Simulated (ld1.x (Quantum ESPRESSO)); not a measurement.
# Kr, RRKJ: configuration errors across variants

| Quantity | Value |
| --- | --- |
| Element | Kr (Z = 36) |
| Generator | ld1.x (Quantum ESPRESSO) 7.5 |
| Type | norm-conserving RRKJ (Kleinman–Bylander form) |
| Functional | PBEsol |
| Relativity | scalar-relativistic |
| Frozen core | [Ar] |
| Valence charge | 18 |
| Reference configuration | 3d10 4s2 4p6 |
| Partial waves | 4p (bound): rc 1.05 bohr; 3d (bound): rc 0.65 bohr; 4s (bound): rc 1.20 bohr |
| Local potential | the s channel |
| Core correction | a·sin(br)/r model core inside 0.55 bohr |

All-electron excitation energies from the reference (eV): (1) 3d10 4s2 4p5 14.283; (2) 3d10 4s2 4p4 39.460; (3) 3d10 4s2 4p3 76.550; (4) 3d10 4s1 4p6 28.793; (5) 3d9 4s2 4p6 93.866; (6) 3d10 4s2 4p2 126.392; (7) 3d10 4s2 4p5.5 5.853.

3 further variants failed, have other tests or too few solved ones, and are left out.

A true bound ghost makes a file unfit for plane-wave use even where its test errors are small: the radial tests pick states by their node count and pass the ghost by.

Errors AE − PS in meV (a dash: test not solved or not reliable):

| change | (1) | (2) | (3) | (4) | (5) | (6) | (7) | bound ghosts |
| --- | --- | --- | --- | --- | --- | --- | --- | --- |
| base | -35 | -120 | -216 | -81 | -3657 | -271 | -10.0 | p |
| all radii but the core radius scaled by about 1.08 (s 1.30, p 1.14, d 0.70 bohr) | -9.7 | -37 | -74 | -25 | -2360 | -98 | -2.8 | p |
| all radii but the core radius scaled by about 1.21 (s 1.46, p 1.28, d 0.78 bohr) | -7.1 | -25 | -49 | -20 | -1761 | -59 | -2.2 | p |
| all radii but the core radius scaled by about 1.32 (s 1.58, p 1.38, d 0.86 bohr) | -20 | -82 | -171 | -62 | -1758 | -230 | -5.4 | p |
| all radii but the core radius scaled by about 1.36 (s 1.64, p 1.42, d 0.88 bohr) | -48 | -195 | -405 | -139 | -2164 | -553 | -12 | p |

Task: Give the same row for: all radii but the core radius scaled by about 1.17 (s 1.40, p 1.22, d 0.76 bohr).

Result: -7.6, -27, -55, -20, -1956, -70, -2.3; bound ghosts: p.
